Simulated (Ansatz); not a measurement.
Stepwise reaction of `C[Si](C)(O)[SiH3]` with hydrogen fluoride, as a gas-phase model of exchange steps in deposition or etching. ΔE in kJ/mol.

Gas-phase electronic energies from Ansatz, PBE0-D4/def2-TZVP geometries. CCSD(T)/CBS is the MP2 limit (def2-TZVPP, def2-QZVPP) plus CCSD(T) − MP2 in def2-TZVPP, frozen cores. This one scheme is used for every species. Functionals use def2-TZVPP. B3LYP here is the variant with VWN-RPA as its local correlation; programs differ in this. Each species was taken in one conformer, which may not be the lowest.

| step | reaction | PBE-D4 | B3LYP-D4 | ωB97M-V | CCSD(T)/CBS |
| --- | --- | --- | --- | --- | --- |
| 1 | `C[Si](C)(O)[SiH3]` + H–F → `C[Si](O)(F)[SiH3]` + CH₄ | -147.2 | -162.1 | -159.1 | -154.8 |

Problem. Give the row of step 2, `C[Si](O)(F)[SiH3]` + H–F → `O[Si](F)(F)[SiH3]` + CH₄. (Estimate.)

Solution. Computed: 
```csv
step,reaction,PBE-D4,B3LYP-D4,ωB97M-V,CCSD(T)/CBS
2,`C[Si](O)(F)[SiH3]` + H–F → `O[Si](F)(F)[SiH3]` + CH₄,-149.3,-163.3,-160.7,-157.5
```

Problem. By hand: ΔE of the 2 steps together at CCSD(T)/CBS.

Solution. (-154.8) + (-157.5) = -312.3 kJ/mol, or -156.2 kJ/mol a step.

In ΔE the steps differ by no more than 2.7 kJ/mol. All are downhill at CCSD(T)/CBS. PBE-D4 differs from CCSD(T)/CBS by 7.6 to 8.2 kJ/mol a step. Isolated molecules leave out the surface, adducts and barriers. Largest T1 diagnostic: 0.013.
